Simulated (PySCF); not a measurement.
# Complete the spectrum of C5H6ClF3

C₅H₆ClF₃.
SMILES: `FC(F)(F)/C=C\CCCl`

Method used: PySCF, TDDFT PBE0/def2-SVPD, vertical, gas phase, core orbitals frozen in the response. Isolated species at its GFN2-xTB geometry (one conformer only). Torsions of this conformer, `[F:1][C:2]([F:3])([F:4])/[CH:5]=[CH:6]\[CH2:7][CH2:8][Cl:9]`: F1–C2–C5–C6 -176°, C5–C6–C7–C8 100°, C6–C7–C8–Cl9 62°.

Lowest singlets, with some entries withheld (?).

```
state  ν̃ (cm⁻¹)       f  main configurations (H = HOMO, L = LUMO)
   S1      53080  0.0087       H-1→L (65%), H→L (18%), H-2→L (15%)
   S2      53490   0.060       H→L (41%), H-1→L (33%), H-2→L (25%)
   S3      58920   0.373                    H-2→L (58%), H→L (38%)
   S4      60060  0.0069                             H-1→L+1 (86%)
   S5          ?       ?                                         ?
   S6      61920  0.0042                               H-3→L (92%)
   S7      63760  0.0081                               H→L+2 (83%)
   S8          ?       ?                                         ?
```

What stands in place of each question mark?

- S5: ν̃ = 60270 cm⁻¹; f = 0.0055; H→L+1 (57%), H-2→L+1 (31%)
- S8: ν̃ = 65010 cm⁻¹; f = 0.0012; H-2→L+1 (58%), H→L+1 (34%)

What is the mean static polarisability from the same response equations?

76.7 au (11.36 Å³), with principal values 63.6, 70.1 and 96.3 au.

How far apart are S5 and S8, in eV and cm⁻¹?

8.061 − 7.472 = 0.589 eV, or about 4750 cm⁻¹.

Where do the lowest triplets lie (Tamm–Dancoff)?

T1 4.21 eV, H→L (76%), H-2→L (20%); T2 6.48 eV, H-1→L (80%), H-2→L (9%); T3 6.65 eV, H-2→L (66%), H→L (19%), H-1→L (12%). E(S1) − E(T1) = +2.37 eV.

Time: 95 s; peak memory 0.98 GiB. Hardware: Intel Xeon at 2.70 GHz, one thread, on a shared host.
